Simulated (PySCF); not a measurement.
I₂Sn, charge +1, doublet, geometry from GFN2-xTB (such geometries of metal compounds can be far from the true shape) (a state made from the parent by changing its charge; the spin is typed, not shown lowest) (core potentials on I, Sn); DF-PBE0/def2-TZVPD in PySCF.

Here is a job for PySCF.
```python
from pyscf import gto, scf, dft
import numpy

mol = gto.M(
    atom='''
Sn   -0.00242820   -0.00227352    1.36744649
I     0.99109659   -1.68231466   -0.64606286
I    -0.98880584    1.68445949   -0.64398100
''',
    basis='def2-tzvpd',
    ecp={'I': 'def2-tzvpd', 'Sn': 'def2-tzvpd'},
    charge=1,
    spin=1,
    verbose=4,
)
print('smallest overlap eigenvalue', numpy.linalg.eigvalsh(mol.intor('int1e_ovlp'))[0])

mf = dft.UKS(mol)
mf.xc = 'pbe0'
mf = mf.density_fit(auxbasis='def2-universal-jkfit')
mf = scf.addons.remove_linear_dep_(mf, threshold=1e-8, lindep=1e-8)
mf.kernel()
```

What the program printed (banner, timings and long lists left out):

```
PySCF version 2.14.0

[INPUT] verbose = 4
[INPUT] num. atoms = 3
[INPUT] num. electrons = 71
[INPUT] charge = 1
[INPUT] spin (= nelec alpha-beta = 2S) = 1
[INPUT] symmetry False subgroup None
[INPUT] Mole.unit = angstrom
[INPUT] Symbol           X                Y                Z      unit          X                Y                Z       unit  Magmom
[INPUT]  1 Sn    -0.002428200000  -0.002273520000   1.367446490000 AA   -0.004588632976  -0.004296330139   2.584099356098 Bohr   0.0
[INPUT]  2 I      0.991096590000  -1.682314660000  -0.646062860000 AA    1.872901118090  -3.179113962741  -1.220881864653 Bohr   0.0
[INPUT]  3 I     -0.988805840000   1.684459490000  -0.643981000000 AA   -1.868572227971   3.183167104025  -1.216947719424 Bohr   0.0

nuclear repulsion = 292.253911165141
number of shells = 56
number of NR pGTOs = 305
number of NR cGTOs = 174
basis = def2-tzvpd
ecp = {'I': 'def2-tzvpd', 'Sn': 'def2-tzvpd'}
input.py:21: DeprecationWarning: remove_linear_dep_ is deprecated and will be removed in a future release. Linear dependency handling is now built into the SCF procedure by default. Linear dependency removal can be controlled using the following settings:
  pyscf.scf.hf.remove_overlap_zero_eigenvalue = True
  pyscf.scf.hf.overlap_zero_eigenvalue_threshold = 1e-6

  mf = scf.addons.remove_linear_dep_(mf, threshold=1e-8, lindep=1e-8)
smallest overlap eigenvalue 0.0011609410450800915

******** <class 'pyscf.df.df_jk.DFUKS'> ********
method = DFUKS
initial guess = minao
damping factor = 0
level_shift factor = 0
DIIS = <class 'pyscf.scf.diis.CDIIS'>
diis_start_cycle = 1
diis_space = 8
diis_damp = 0
SCF conv_tol = 1e-09
SCF conv_tol_grad = None
SCF max_cycles = 50
direct_scf = False
number electrons alpha = 36  beta = 35
XC library pyscf.dft.libxc version 7.1.2
    S. Lehtola, C. Steigemann, M. J. T. Oliveira, and M. A. L. Marques,  SoftwareX 7, 1–5 (2018)
XC functionals = pbe0
    C. Adamo and V. Barone,  J. Chem. Phys. 110, 6158 (1999)
    M. Ernzerhof and G. E. Scuseria,  J. Chem. Phys. 110, 5029 (1999)
radial grids:
    Treutler-Ahlrichs [JCP 102, 346 (1995); DOI:10.1063/1.469408] (M4) radial grids

becke partition: Becke, JCP 88, 2547 (1988); DOI:10.1063/1.454033
pruning grids: <function nwchem_prune>
grids dens level: 3
symmetrized grids: False
atomic radii adjust function: <function treutler_atomic_radii_adjust>
small_rho_cutoff = 0
Set gradient conv threshold to 3.16228e-05
tot grids = 65880
******** <class 'pyscf.df.df.DF'> ********
auxbasis = def2-universal-jkfit
init E= -687.492816260548

cycle= 1 E= -805.87018334473  delta_E= -118  |g|= 3.51  |ddm|= 29.5
cycle= 2 E= -802.343136629468  delta_E= 3.53  |g|= 3.96  |ddm|= 10.4
cycle= 3 E= -808.527230627165  delta_E= -6.18  |g|= 1.19  |ddm|= 7.21
cycle= 4 E= -809.256324609086  delta_E= -0.729  |g|= 0.733  |ddm|= 3.19
cycle= 5 E= -809.522138606765  delta_E= -0.266  |g|= 0.245  |ddm|= 0.966
cycle= 6 E= -809.537197115905  delta_E= -0.0151  |g|= 0.111  |ddm|= 0.242
cycle= 7 E= -809.544117716246  delta_E= -0.00692  |g|= 0.0304  |ddm|= 0.162
cycle= 8 E= -809.544438265652  delta_E= -0.000321  |g|= 0.00606  |ddm|= 0.0314
cycle= 9 E= -809.544464635858  delta_E= -2.64e-05  |g|= 0.00209  |ddm|= 0.0129
cycle= 10 E= -809.544468727712  delta_E= -4.09e-06  |g|= 0.000856  |ddm|= 0.00563
cycle= 11 E= -809.544469391725  delta_E= -6.64e-07  |g|= 0.000233  |ddm|= 0.00228
cycle= 12 E= -809.544469491059  delta_E= -9.93e-08  |g|= 0.000102  |ddm|= 0.001
cycle= 13 E= -809.544469491805  delta_E= -7.46e-10  |g|= 0.000129  |ddm|= 0.000392
cycle= 14 E= -809.544469505884  delta_E= -1.41e-08  |g|= 3.39e-05  |ddm|= 0.000258
cycle= 15 E= -809.544469507078  delta_E= -1.19e-09  |g|= 5.93e-06  |ddm|= 8.82e-05
cycle= 16 E= -809.544469507162  delta_E= -8.39e-11  |g|= 2.98e-06  |ddm|= 2.69e-05
Extra cycle  E= -809.544469507177  delta_E= -1.5e-11  |g|= 3.23e-06  |ddm|= 1.22e-05
converged SCF energy = -809.544469507177  <S^2> = 0.75881027  2S+1 = 2.0087909
```
